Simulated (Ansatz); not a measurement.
C5HF7, SMILES `FC1=C(F)C(F)(F)C(F)C1(F)F`. The species carries charge 0 and has multiplicity 1. Geometry: relaxed with PBE0-D4/def2-TZVP.

```xyz
13

F     0.056   -0.696    2.565
C    -0.013   -0.272    1.327
C    -0.711    0.759    0.868
F    -1.477    1.568    1.558
C    -0.532    0.947   -0.602
F    -1.721    1.092   -1.229
F     0.193    2.046   -0.883
C     0.191   -0.338   -1.050
F     1.155   -0.092   -1.964
C     0.756   -0.955    0.244
F     2.080   -0.741    0.357
F     0.571   -2.294    0.278
H    -0.548   -1.025   -1.468
```

**Question.** What is the dipole moment at r2SCAN/def2-TZVPP? (An estimate is asked.)

**Answer.** The calculation gave: 1.37 D, with components (-1.16, -0.62, 0.38) D in this frame, pointing from negative to positive charge.

**Question.** And with PBE, B3LYP, ωB97M-V? (Estimate.)

**Answer.** Computed: PBE 1.33 D, B3LYP 1.41 D, ωB97M-V 1.39 D.

**Question.** Give the Mulliken charges with r2SCAN, B3LYP, PBE in def2-TZVPP. (An estimate is asked.)

**Answer.** Ansatz gave: 
```json
{"atom": "F1", "r2SCAN": "-0.16", "B3LYP": "-0.15", "PBE": "-0.11"}
{"atom": "C2", "r2SCAN": "0.10", "B3LYP": "0.12", "PBE": "0.07"}
{"atom": "C3", "r2SCAN": "0.10", "B3LYP": "0.12", "PBE": "0.07"}
{"atom": "F4", "r2SCAN": "-0.16", "B3LYP": "-0.15", "PBE": "-0.11"}
{"atom": "C5", "r2SCAN": "0.43", "B3LYP": "0.43", "PBE": "0.35"}
{"atom": "F6", "r2SCAN": "-0.18", "B3LYP": "-0.19", "PBE": "-0.14"}
{"atom": "F7", "r2SCAN": "-0.17", "B3LYP": "-0.17", "PBE": "-0.13"}
{"atom": "C8", "r2SCAN": "0.07", "B3LYP": "0.03", "PBE": "0.00"}
{"atom": "F9", "r2SCAN": "-0.18", "B3LYP": "-0.19", "PBE": "-0.14"}
{"atom": "C10", "r2SCAN": "0.43", "B3LYP": "0.43", "PBE": "0.35"}
{"atom": "F11", "r2SCAN": "-0.17", "B3LYP": "-0.17", "PBE": "-0.13"}
{"atom": "F12", "r2SCAN": "-0.18", "B3LYP": "-0.19", "PBE": "-0.14"}
{"atom": "H13", "r2SCAN": "0.06", "B3LYP": "0.09", "PBE": "0.07"}
```

B3LYP here is the variant with VWN-RPA as its local correlation; programs differ in this.
